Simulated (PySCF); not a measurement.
**How the functional moves excitation energies**

Species: CH5B2F.
Z-matrix (Å and degrees, PBE0-D3(BJ)/def2-SVP geometry), rows numbered from 1:
```
B 
C   1  1.5528
B   2  1.5618  1  107.84
F   3  1.3247  2  119.81  1  -109.81
H   1  1.2094  2  121.32  3   111.04
H   1  1.2104  2  120.12  3   -67.00
H   2  1.1078  1  106.66  3   110.01
H   2  1.0986  1  114.79  3  -125.09
H   3  1.2110  2  123.50  1    69.72
```

Linear-response calculations in the def2-SVPD basis (PySCF; singlets by full response, triplets Tamm–Dancoff, core orbitals frozen in the response; HF means time-dependent Hartree–Fock). 'Strongest' is the level of largest summed f among the singlets computed (10 roots, of which the last may lack a degenerate partner); it can jump between rows when another state enters that window. S1 is the lowest singlet of each run and needn't be the same state throughout; f(S1) is that of one state. One conformer (not necessarily the lowest) at the PBE0-D3(BJ)/def2-SVP geometry, without solvent, vibrations or thermal averaging.

| functional | kind | S1 (eV) | f(S1) | strongest (eV) | T1 (eV) | HOMO (eV) | gap (eV) | ionisation energy, ΔSCF (eV) |
| --- | --- | --- | --- | --- | --- | --- | --- | --- |
| LDA | LDA | 4.78 | 0.014 | 7.62 | 4.32 | -7.65 | 4.52 | 10.83 |
| PBE | GGA | 4.98 | 0.018 | 7.82 | 4.42 | -7.58 | 4.73 | 10.77 |
| B3LYP | global hybrid, 20% exact exchange | 5.50 | 0.011 | 8.56 | 4.91 | -8.81 | 6.74 | 11.26 |
| BHandHLYP | global hybrid, 50% exact exchange | 5.97 | 0.005 | 9.52 | 5.29 | -10.39 | 9.60 | 11.60 |
| CAM-B3LYP | range-separated hybrid | 5.67 | 0.005 | 9.12 | 5.03 | -10.46 | 9.74 | 11.52 |
| wB97X-D | range-separated hybrid | 5.76 | 0.006 | 9.25 | 5.21 | -10.92 | 11.04 | 11.43 |
| LC-wPBE | range-separated hybrid | 5.80 | 0.003 | 9.61 | 5.03 | -11.81 | 12.32 | 11.70 |
| HF | Hartree–Fock | 6.60 | 0.002 | 10.78 | 5.64 | -12.50 | 14.16 | not settled |

**Question.** What does PBE0 (global hybrid, 25% exact exchange) give?

**Answer.** S1 (eV) 5.54, f(S1) 0.009, strongest (eV) 8.75, T1 (eV) 4.86, HOMO (eV) -9.01, gap (eV) 7.16, ionisation energy, ΔSCF (eV) 11.26. S1 runs from 4.78 eV (LDA) to 6.60 eV (HF), a spread of 1.81 eV, while the orbital gap spreads over 9.6 eV. Along PBE (0%), B3LYP (20%), PBE0 (25%), BHandHLYP (50%), HF (100%) S1 rises with the share of exact exchange. −ε(HOMO) comes closest to its own ΔSCF ionisation energy with LC-wPBE (+0.11 eV) and misses most with PBE (-3.19 eV). 'Not settled' means that the ion's SCF failed to converge or may have ended in another state than the lowest.
